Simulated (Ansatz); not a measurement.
`[F][GeH]([F])[SeH]` → `[F][Ge][F]` + H₂Se at 600 K and 1 bar (germylene formation by 1,1-elimination).

Computed with Ansatz on PBE0-D4/def2-TZVP structures; ΔE is electronic, products minus reactants. CBS: MP2 limit from def2 TZ/QZ plus the TZ coupled-cluster correction, frozen cores. For Ge, Se outer-core shells are correlated without core-valence functions, which leaves a few kJ/mol of doubt a bond. Scalar relativity is left out up to krypton. One conformer a species, not always the lowest.

```csv
species,CCSD(T)/CBS energy (Eh),H − E (kJ/mol),S (J/(mol·K))
`[F][GeH]([F])[SeH]`,-4677.70208,104.1,416.0
`[F][Ge][F]`,-2275.77030,37.2,307.1
H₂Se,-2401.89790,57.0,244.8
```

H − E and S are ideal-gas, rigid-rotor, harmonic terms from PBE0-D4/def2-TZVP, for one conformer and one mirror image of each species. 1 Eh = 2625.50 kJ/mol, R = 8.31446 J/(mol·K).

**Question.** By hand: ΔE, ΔH, ΔS and ΔG.

**Answer.** ΔE = (-2275.77030) + (-2401.89790) − (-4677.70208) = 0.03388 Eh = 89.0 kJ/mol. Δ(H − E) = 37.2 + 57.0 − 104.1 = -9.9, so ΔH = 79.1 kJ/mol. ΔS = 307.1 + 244.8 − 416.0 = 135.9 J/(mol·K). ΔG = 79.1 − 600 × (135.9)/1000 = -2.4 kJ/mol.

**Question.** By hand: the equilibrium constant, and the temperature at which ΔG would vanish if ΔH and ΔS stayed fixed.

**Answer.** log₁₀ K = −ΔG/(RT ln 10) = 0.2. ΔG = 0 at ΔH/ΔS = 582 K.

The number of gas molecules changes by +1, which sets the sign of ΔS. The sign of ΔG lies within the doubt. A doubt of 5 kJ/mol in ΔE shifts log₁₀ K by 0.4 here. Other conformers and mirror images would add mixing entropy, several J/(mol·K) or more a flexible species. These are equilibria of isolated gas molecules and say nothing of rates. Largest T1 diagnostic: 0.015 (customary marks: 0.02 for closed shells, 0.045 for open ones).
